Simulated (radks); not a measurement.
Question: The mean radii <r> (bohr) of the occupied orbitals of an atom or ion are listed with their occupations. All-electron calculation, Dirac Kohn-Sham, LDA (Slater exchange, Perdew-Wang correlation), spin-unpolarised, spherical densities, point nucleus. Program: a radial shooting solver on a logarithmic mesh with Libxc functionals.

| orbital | occ. | <r> |
|---|---|---|
| 1s1/2 | 2 | 0.03266 |
| 2s1/2 | 2 | 0.1417 |
| 2p1/2 | 2 | 0.1204 |
| 2p3/2 | 4 | 0.1252 |
| 3s1/2 | 2 | 0.3911 |
| 3p1/2 | 2 | 0.3834 |
| 3p3/2 | 4 | 0.3942 |
| 3d3/2 | 4 | 0.3683 |
| 3d5/2 | 6 | 0.3718 |
| 4s1/2 | 2 | 0.9659 |
| 4p1/2 | 2 | 1.033 |
| 4p3/2 | 4 | 1.061 |
| 4d3/2 | 4 | 1.303 |
| 4d5/2 | 1 | 1.314 |

Name the element and its charge. Open shells, if any, fill j = l - 1/2 first.

Answer: Z = 45, rhodium, charge +4: Rh4+ in [Kr] 4d5. The 1s radius gives Z: for a bare nucleus <r> = (2 gamma + 1)/(2Z) with gamma = sqrt(1 - (Z/c)^2), 0.0321 bohr for Z = 45, and screening makes it slightly larger (0.03266 here). The occupations add up to 41, and the charge is Z minus that.
